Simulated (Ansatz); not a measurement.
The cluster Cu5H6, relaxed as a doublet with UKS r2SCAN-D4/def2-SVP in Ansatz, starting from the GFN1-xTB geometry. Force threshold 0.02 eV/Å.

The relaxation made no stability test and no search for a lower SCF solution. No other spin state of charge 0 was run. Another isomer (doublet) lies 0.15 eV lower at PBE0-D4/def2-TZVP; other spin states weren't run for this one.

Start:

```csv
atom,x (Å),y (Å),z (Å)
Cu1,-0.056,2.154,-0.433
Cu2,0.210,1.035,1.709
Cu3,0.210,-1.392,1.685
Cu4,-0.086,-1.745,-0.656
Cu5,-0.220,0.234,-1.840
H6,0.062,-2.595,0.693
H7,0.107,2.471,1.081
H8,-0.215,1.831,-1.957
H9,0.346,-0.198,2.676
H10,0.977,-0.900,-1.608
H11,-1.335,-0.895,-1.350
```

```tsv
step	energy (eV)	largest force component (eV/Å)	SCF passes
1	-223270.9487	0.518	25
2	-223271.0391	0.289	25
3	-223271.0855	0.062	30
4	-223271.1063	0.075	29
5	-223271.1312	0.166	28
6	-223271.1722	0.194	28
7	-223271.2316	0.230	30
8	-223271.3184	0.349	30
9	-223271.4372	0.393	31
10	-223271.5095	0.123	29
11	-223271.5200	0.065	29
12	-223271.5242	0.057	29
13	-223271.5254	0.034	26
14	-223271.5332	0.045	29
15	-223271.5361	0.048	25
16	-223271.5425	0.069	29
17	-223271.5464	0.005	26
```

Force components are those of the run's own axes.

End:

```xyz
11

Cu    0.029    2.360   -0.561
Cu    0.423    0.888    1.198
Cu    0.303   -1.432    1.497
Cu   -0.397   -1.928   -0.672
Cu   -0.410    0.270   -1.483
H    -0.062   -2.799    0.674
H     0.445    2.554    0.967
H    -0.432    1.868   -2.008
H     0.570   -0.188    2.470
H     0.413   -0.358   -0.049
H    -0.883   -1.235   -2.034
```

Bonds formed: Cu2–H10, Cu3–H10 (atoms count from 1). Metal–metal contacts that move far: Cu2–Cu5 3.66 to 2.88 Å.

No frequencies were taken in this run, so the end may be a saddle point.

It took 2.7 min on 4 threads of AMD EPYC 7B13 on a shared host.
